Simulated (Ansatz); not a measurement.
Ideal-gas functions of ClFH₃InOSi, SMILES `[F][In]([Cl])[O][SiH3]` at 298.15 K and 1 bar, from an Ansatz frequency run at PBE0-D4/def2-TZVP.

Molar mass 216.38 g/mol, point group Cs (symmetry number 1), electronic degeneracy 1, moments of inertia 132.37, 525.674, 652.163 u Å². Harmonic wavenumbers (cm⁻¹, unscaled): 40, 48, 51, 103, 129, 149, 383, 474, 607, 722, 724, 952, 956, 978, 995, 2210, 2213, 2233.

Use S(trans) = R[1.5 ln M + 2.5 ln T − 1.1517]; rotational temperatures θ = 24.2544 K / I; S(rot) = R[ln(√π/σ · √(T³/θAθBθC)) + 1.5]; for each mode x = 1.438777 ν̃/T, S = R[x/(eˣ − 1) − ln(1 − e⁻ˣ)] and H = RT x/(eˣ − 1); 1 cm⁻¹ = 0.0119627 kJ/mol; R = 8.31446 J/(mol·K).

**Question.** By hand: the entropy, in J/(mol·K).

**Answer.** Translation 175.9. Rotation: θ = 0.1832, 0.0461, 0.0372 K, giving 121.8. Vibration, mode by mode: 22.00, 20.49, 19.99, 14.21, 12.39, 11.23, 4.30, 3.04, 1.83, 1.18, 1.17, 0.47, 0.47, 0.43, 0.40, 0.00, 0.00, 0.00, in all 113.6. Electronic 0.0. Sum 411.3 J/(mol·K).

**Question.** By hand: H − E and G − E in kJ/mol, counted from the electronic energy.

**Answer.** Zero-point energy ½ × 13967 × 0.0119627 = 83.5; thermal vibration 14.9; translation, rotation and pV give 4 RT = 9.9. H − E = 108.3 kJ/mol, and G − E = 108.3 − 298.15 × 411.3/1000 = -14.3 kJ/mol.

Vibration gives 28 % of the entropy, 100.3 J/(mol·K) of it from the modes under 150 cm⁻¹: soft modes count most, and the harmonic formula is weakest for them. The sum counts one conformer and one mirror image; others add a mixing term.
